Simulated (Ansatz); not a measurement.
System: fluoro(trimethyl)silane, C$_{3}$H$_{9}$FSi, net charge 0, singlet state. 
Structure (B3LYP-D3(BJ)/def2-TZVP (Ansatz, a first-principles code) minimum search):
```
Si
F 1 1.6195
C 1 1.8648 2 107.28
H 3 1.0920 1 111.15 2 -60.14
H 3 1.0920 4 107.97 1 -122.15
H 3 1.0929 4 107.83 5 -116.27
C 1 1.8648 2 107.28 3 -120.00
H 7 1.0920 1 111.15 2 -60.14
H 7 1.0920 8 107.97 1 -122.15
H 7 1.0929 8 107.83 9 -116.27
C 1 1.8648 2 107.28 3 120.00
H 11 1.0920 1 111.15 2 -60.14
H 11 1.0920 12 107.97 1 -122.15
H 11 1.0929 12 107.83 13 -116.27
```

Wanted: atomisation energy (electronic, to ground-state atoms), in kcal/mol. Valence correlation only, unless marked. Open shells are spin-unrestricted. No spin-orbit coupling. Non-relativistic. The coupled-cluster limit lacks core correlation, which all-electron functionals hold. Basis-set limits of correlation are two-point, X^-3; Hartree-Fock from the larger set.

```tsv
level	program	atomisation energy (kcal/mol)
PBE0/def2-SVP	Ansatz	___
PBE0/def2-TZVPD	Ansatz	___
HSE06/def2-TZVPD	Ansatz	___
RPA@PBE/cc-pV(Q+d)Z	Ansatz	1234.0
SCS-MP2/6-31G	Ansatz	1106.0
CCSD/aug-cc-pV(T+d)Z	Ansatz	1265.0
CCSD(T)/CBS(cc-pV(T+d)Z,cc-pV(Q+d)Z)	Ansatz	1302.1
```

Question: Some entries are withheld; supply them.

Answer: 
- PBE0/def2-SVP, atomisation energy (kcal/mol): 1294.3
- PBE0/def2-TZVPD, atomisation energy (kcal/mol): 1293.1
- HSE06/def2-TZVPD, atomisation energy (kcal/mol): 1294.1
